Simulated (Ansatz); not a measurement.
Calculated with Ansatz (gas phase, PBE0-D4/def2-TZVP geometries, no zero-point term in ΔE). CCSD(T)/CBS is the MP2 limit (def2-TZVPP, def2-QZVPP) plus CCSD(T) − MP2 in def2-TZVPP, frozen cores. DFT in def2-TZVPP. Elements past krypton have def2 core potentials. For Ga, Ge, I outer-core shells are correlated without core-valence functions, which leaves a few kJ/mol of doubt a bond. Scalar relativity is left out up to krypton.

`[Cl][GaH][GeH3]` + HI → `[GeH3][I]` + `[Cl][GaH2]`  (cleavage of the Ge–Ga bond)

`[Cl][GaH][GeH3]`:

```xyz
7

Cl   -1.599   -2.142   -1.115
Ga   -1.106   -0.672    0.387
Ge    0.870    0.657   -0.125
H    -2.088   -0.662    1.605
H     2.098   -0.263   -0.224
H     0.685    1.362   -1.478
H     1.141    1.721    0.951
```

HI:

```xyz
2

I     0.137    0.629   -0.483
H    -0.137   -0.629    0.483
```

`[GeH3][I]`:

Cartesian coordinates in Å:
```
Ge 0.037 -0.027 0.221
I -0.378 0.272 -2.240
H 0.055 1.366 0.859
H 1.389 -0.729 0.379
H -1.104 -0.882 0.781
```

`[Cl][GaH2]`:

Cartesian coordinates in Å:
```
Cl -0.898 0.201 -1.710
Ga 0.095 -0.021 0.182
H 0.813 1.256 0.706
H -0.010 -1.435 0.822
```

```tsv
level	ΔE (kJ/mol)	difference from CCSD(T)/CBS
PBE-D4	-33.1	6.7
r2SCANh-D4	-41.2	-1.4
ωB97M-V	-42.4	-2.6
revPBE	-35.7	4.1
LC-ωPBE	-42.1	-2.3
HF/def2-SVP	-58.5	-18.7
CCSD(T)/def2-SVP	-38.8	1.0
SCS-MP2/def2-TZVPP	-44.9	-5.1
MP2/def2-QZVPP	-47.1	-7.3
HF/CBS(def2)	-61.6	-21.8
CCSD(T)/CBS	-39.8	0
```

Largest T1 diagnostic among the species: 0.012.

Leaving LDA and LC-ωPBE aside and taking each functional with its dispersion term where it has one, the values, not all of them listed here, spread over 12.0 kJ/mol, from BHLYP-D4 to PBE-D4. LDA lies +4.4 kJ/mol from PBE without D4. From r2SCAN to r2SCAN0 (25 % exact exchange), in def2-TZVPP and without D4, ΔE moves by −3.2 kJ/mol.
